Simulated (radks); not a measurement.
Task: The table gives one normalised radial function P(r) = r R(r) (large component) of Er2+ in [Xe] 4f12 (r in bohr). Method: Dirac Kohn-Sham, PBE, spin-unpolarised, spherical densities, point nucleus; open shells fill j = l - 1/2 first; computed with a radial shooting solver on a logarithmic mesh with Libxc functionals.

| r | P |
|---|---|
| 0.001476 | 0.0015 |
| 0.001952 | 0.0025 |
| 0.002583 | 0.0043 |
| 0.003418 | 0.0071 |
| 0.004522 | 0.0118 |
| 0.005984 | 0.0193 |
| 0.007917 | 0.0310 |
| 0.01048 | 0.0488 |
| 0.01386 | 0.0744 |
| 0.01834 | 0.1090 |
| 0.02426 | 0.1507 |
| 0.03211 | 0.1920 |
| 0.04248 | 0.2160 |
| 0.05621 | 0.1962 |
| 0.07437 | 0.1056 |
| 0.0984 | -0.0579 |
| 0.1302 | -0.2368 |
| 0.1723 | -0.3079 |
| 0.2279 | -0.1556 |
| 0.3016 | 0.1820 |
| 0.399 | 0.4481 |
| 0.528 | 0.3534 |
| 0.6986 | -0.1135 |
| 0.9243 | -0.6486 |
| 1.223 | -0.9224 |
| 1.618 | -0.8362 |
| 2.141 | -0.5370 |
| 2.833 | -0.2445 |
| 3.748 | -0.0744 |
| 4.959 | -0.0134 |

Which n and l does it have? It may be an empty orbital.

Result: n = 5, l = 1: the number of nodes gives n - l - 1 = 3, the rise at small r points to l (this Dirac orbital starts as r^gamma with gamma = sqrt((l + 1)^2 - (Z/c)^2) = 1.94; the j = 3/2 orbital of l + 1 starts with the same power, but with a smaller coefficient, and then steepens), and the extent must fit the shell. The curve is that of 5p3/2; the two j differ most near the nucleus, where j = l - 1/2 has the larger amplitude, and in heavy atoms j = l - 1/2 is also the more compact. 5p3/2: eigenvalue -39.193 eV, 3 radial nodes at r = 0.0900, 0.262, 0.660 bohr, <r> = 1.52 bohr, 90 % of the charge inside 2.24 bohr.
